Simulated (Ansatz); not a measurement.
Born–Oppenheimer molecular dynamics of BClH4N2 (8 atoms, charge 0, multiplicity 1). It starts from a relaxed structure.

These are results of RKS PBE0-D4/def2-SVP in Ansatz 0.2.0, not measurements.

* ensemble: NVT, Nosé–Hoover chain
* time step: 0.5 fs
* steps asked: 150
* set temperature: 300 K
* thermostat: time constant 300 fs, chain length 1
* temperature schedule: 37 steps to 300 K, then 113 steps to 900 K
* seed: 828899

First frame:

```xyz
8
Properties=species:S:1:pos:R:3
B -0.004 0.030 -0.095
Cl -0.023 0.171 1.695
N 1.243 0.110 -0.743
H 1.361 0.042 -1.743
H 2.100 0.242 -0.228
N -1.237 -0.151 -0.748
H -2.106 -0.203 -0.237
H -1.334 -0.241 -1.750
```

Problem. How far do the bonds stretch over the last three quarters of this one trajectory? (Pairs bonded in most of those frames.)

Solution. 
| bond | mean (Å) | spread (Å) | shortest | longest |
| --- | --- | --- | --- | --- |
| B1–Cl2 | 1.798 | 0.012 | 1.78 | 1.82 |
| B1–N3 | 1.406 | 0.021 | 1.36 | 1.44 |
| B1–N6 | 1.406 | 0.015 | 1.38 | 1.43 |
| N3–H4 | 1.011 | 0.022 | 0.98 | 1.05 |
| N3–H5 | 1.011 | 0.011 | 0.99 | 1.03 |
| N6–H7 | 1.011 | 0.010 | 1.00 | 1.03 |
| N6–H8 | 1.010 | 0.009 | 1.00 | 1.03 |

Mean temperature of the second half: 153 K. The conserved energy stayed within 0.18 meV per atom of its start (net change 0.061 meV per atom), so the integration is sound. The schedule's set-point averaged 701 K over the second half and the system 153 K, so it lags behind the ramp. A run of 0.075 ps of so small a system gives no equilibrium averages.

Time of the run: 2.8 min on 2 threads of Arm Neoverse V2, with other jobs on the host, peak memory 0.15 GiB.
